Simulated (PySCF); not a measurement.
C₃H₁₂O₂Si₂.
Atom-mapped SMILES: `[CH3:1][CH:2]([CH3:3])[O:4][SiH2:5][O:6][SiH3:7]` (hydrogens: H8, H9, H10 on C1; H11 on C2; H12, H13, H14 on C3; H15, H16 on Si5; H17, H18, H19 on Si7)

Structure used (GFN2-xTB), in Å, numbered top down from 1:
```xyz
19
C3H12O2Si2 angstrom
C     -2.0154   -0.1738    1.3789
C     -1.4970    0.1397   -0.0214
C     -1.9458   -0.9085   -1.0354
O     -0.0923    0.1671    0.0083
Si     0.9242    1.3560   -0.3754
O      2.4012    0.7367   -0.2120
Si     3.5212   -0.3942    0.0685
H     -1.6364   -1.1395    1.7030
H     -3.1016   -0.1977    1.3807
H     -1.6753    0.5852    2.0786
H     -1.8734    1.1244   -0.3324
H     -1.5525   -0.6614   -2.0180
H     -1.5664   -1.8854   -0.7464
H     -3.0305   -0.9449   -1.0855
H      0.8361    2.4784    0.5574
H      0.7952    1.7660   -1.7733
H      3.2611   -1.5556   -0.7825
H      4.7712    0.2760   -0.2847
H      3.4665   -0.7592    1.4839
```

Computed, not measured: PySCF, TDDFT PBE0/def2-SVPD, vertical, gas phase, core orbitals frozen in the response.

Transition dipole moments from the ground state, in atomic units and in the frame of the coordinates above (overall signs are arbitrary), for the states with f of 0.002 or more among the lowest 8:

| state | E (eV) | μx | μy | μz |
| --- | --- | --- | --- | --- |
| S1 | 6.944 | -0.014 | -0.027 | -0.110 |
| S4 | 7.630 | 0.152 | -0.020 | 0.001 |
| S5 | 7.923 | 0.478 | -0.174 | 0.052 |
| S6 | 8.005 | -0.003 | 0.095 | 0.327 |
| S7 | 8.065 | 0.017 | 0.176 | 0.556 |
| S8 | 8.093 | -0.003 | 0.066 | 0.186 |

(1) What oscillator strength does each state have?

(2) What angle do the transition dipoles of S5 and S7 make?

(3) What peak molar absorption coefficient would the strongest computed level give as a lone Gaussian band 0.4 eV wide at half height?

Answers

(1) f = (2/3) ΔE |μ|² with ΔE in hartree (27.2114 eV).

```csv
state,|μ|² (au),|μ| (D),f
S1,0.013,0.29,0.002
S4,0.023,0.39,0.004
S5,0.262,1.30,0.051
S6,0.116,0.87,0.023
S7,0.340,1.48,0.067
S8,0.039,0.50,0.008
```

(2) |cos θ| = |μa·μb| / (|μa| |μb|) = 0.02, so θ ≈ 89° (taken between 0 and 90°, since the signs are arbitrary).

(3) ε(max) = 2.175×10⁸ f / FWHM, with the width in cm⁻¹. S7: 2.175×10⁸ × 0.0673 / 3226 ≈ 4500 L mol⁻¹ cm⁻¹.

One conformer stands for the species.

Without π bonds the low states may be Rydberg-like; a valence basis with one diffuse set may place them up to an eV too high.
